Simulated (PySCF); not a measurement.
SrCl, SMILES [Cl][Sr], multiplicity 2.

Geometry: B3LYP-D3(BJ)/def2-TZVPD. The spin state was assumed, not searched. The def2 effective core potentials stand for the cores of Sr; spin–orbit coupling is left out.

Calculation: B3LYP/def2-TZVPD run with PySCF.

Gas-phase values at a fixed geometry.

```
Quantity                                                             Value
-----------------------------------------------  -------------------------
total energy                                            -491.02245 hartree
point group                                                            C∞v
α spin, highest occupied and lowest empty level         -4.10 and -1.36 eV
β spin, highest occupied and lowest empty level         -7.44 and -2.54 eV
dipole moment                                                       5.10 D
mean static polarisability                          162.7 bohr³ (24.11 Å³)
polarisability, principal values                 144.0, 172.0, 172.0 bohr³
⟨S²⟩                                               0.750 (pure state 0.75)
```
